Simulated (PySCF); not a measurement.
Molecule: `CS[Si](C)(SC)SC`, C$_{4}$H$_{12}$S$_{3}$Si.

Molfile (atoms numbered from 1):
```
C4H12S3Si
     RDKit          3D

 20 19  0  0  0  0  0  0  0  0999 V2000
   -2.5464   -1.5466    0.4617 C   0  0  0  0  0  0  0  0  0  0  0  0
   -1.8125   -0.9805   -1.1077 S   0  0  0  0  0  0  0  0  0  0  0  0
    0.0903   -0.2995   -0.4202 Si  0  0  0  0  0  4  0  0  0  0  0  0
    0.9610    0.4407   -1.8979 C   0  0  0  0  0  0  0  0  0  0  0  0
   -0.1370    1.1176    1.1807 S   0  0  0  0  0  0  0  0  0  0  0  0
   -0.9395    2.4770    0.2692 C   0  0  0  0  0  0  0  0  0  0  0  0
    1.1127   -1.9732    0.4301 S   0  0  0  0  0  0  0  0  0  0  0  0
    2.5888   -1.1752    1.1468 C   0  0  0  0  0  0  0  0  0  0  0  0
   -3.6215   -1.6776    0.2822 H   0  0  0  0  0  0  0  0  0  0  0  0
   -2.1063   -2.5027    0.7742 H   0  0  0  0  0  0  0  0  0  0  0  0
   -2.3909   -0.7927    1.2464 H   0  0  0  0  0  0  0  0  0  0  0  0
    1.0611   -0.3173   -2.6892 H   0  0  0  0  0  0  0  0  0  0  0  0
    1.9654    0.7864   -1.6102 H   0  0  0  0  0  0  0  0  0  0  0  0
    0.4004    1.2979   -2.3007 H   0  0  0  0  0  0  0  0  0  0  0  0
   -1.7522    2.0882   -0.3619 H   0  0  0  0  0  0  0  0  0  0  0  0
   -1.3647    3.1587    1.0175 H   0  0  0  0  0  0  0  0  0  0  0  0
   -0.2167    3.0298   -0.3468 H   0  0  0  0  0  0  0  0  0  0  0  0
    3.2575   -0.7943    0.3624 H   0  0  0  0  0  0  0  0  0  0  0  0
    2.3124   -0.3590    1.8275 H   0  0  0  0  0  0  0  0  0  0  0  0
    3.1177   -1.9526    1.7143 H   0  0  0  0  0  0  0  0  0  0  0  0
  1  2  1  0
  2  3  1  0
  3  4  1  0
  3  5  1  0
  5  6  1  0
  3  7  1  0
  7  8  1  0
  1  9  1  0
  1 10  1  0
  1 11  1  0
  4 12  1  0
  4 13  1  0
  4 14  1  0
  6 15  1  0
  6 16  1  0
  6 17  1  0
  8 18  1  0
  8 19  1  0
  8 20  1  0
M  END
```

Geometry PBE0-D3(BJ)/def2-SVP throughout; GIAO in PySCF 2.14, gas phase, one conformer, non-relativistic; equivalent atoms averaged; basis pcSseg-1.

(1) How do the absolute shieldings σ depend on the functional? (ppm; last column core-seconds on shared hosts with different chips, so compare them loosely; the GGAs took longer than the global hybrids here, which isn't the general rule, and the cause wasn't traced)

(2) Which nucleus moves most, in ppm?

## Answers

(1) 
```tsv
functional	kind	C1/C6/C8	C4	S2/S5/S7	Si3	H9/H10/H11/H15/H16/H17/H18/H19/H20	H12/H13/H14	core-s
HF	Hartree–Fock	179.7	190.4	736.1	349.8	29.75	31.26	42
LDA	LDA	167.2	179.4	629.5	255.8	28.80	30.27	47
KT2	GGA	168.5	181.3	656.7	309.1	29.13	30.64	68
B97-D	GGA	163.2	177.5	637.5	292.5	29.34	30.87	60
PBE0	global hybrid	170.7	183.1	670.6	298.9	29.28	30.76	35
WP04	global hybrid	154.9	169.8	607.4	281.8	29.61	31.04	56
CAM-B3LYP	range-separated hybrid	169.9	181.6	662.9	286.9	29.40	30.87	47
wB97X-D	range-separated hybrid	171.3	183.0	672.9	297.7	29.44	30.89	76
LC-wPBE	range-separated hybrid	177.4	187.5	694.8	307.1	29.47	30.88	93
```

(2) S2/S5/S7 (sulfur bonded to C, Si): from 607.4 ppm with WP04 to 736.1 ppm with HF. The smallest spread is 0.95 ppm, at H9/H10/H11/H15/H16/H17/H18/H19/H20. Proton shifts span only some 12 ppm, so a few tenths of a ppm matter as much there as several ppm in carbon.
